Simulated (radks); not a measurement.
Valence configurations of neutral neodymium (all share [Xe]). Calculated with a radial shooting solver on a logarithmic mesh with Libxc functionals: Dirac Kohn-Sham, PBE, spin-unpolarised, spherical densities, point nucleus; open shells are shared between the two j in proportion to 2j + 1. Order these by energy: 4f3 6s2 6p1; 4f3 5d2 6s1; 4f2 5d3 6p1; 4f3 5d1 6s2; 4f4 6s1 6p1; 4f4 6s2; 4f6; 4f2 5d4.

Answer. From the lowest, in eV above it: 4f4 6s2 0.000; 4f3 5d1 6s2 1.791; 4f4 6s1 6p1 2.320; 4f3 5d2 6s1 2.943; 4f3 6s2 6p1 3.965; 4f6 7.096; 4f2 5d4 9.662; 4f2 5d3 6p1 11.229. NIST lists [Xe] 4f4 6s2 as the ground configuration; this level of theory agrees among the configurations tried. The energies are those of spherical spin-averaged densities, not of single terms. No valid solution was reached for [Xe] 4f4 5d2; [Xe] 4f4.5 6s1.5.
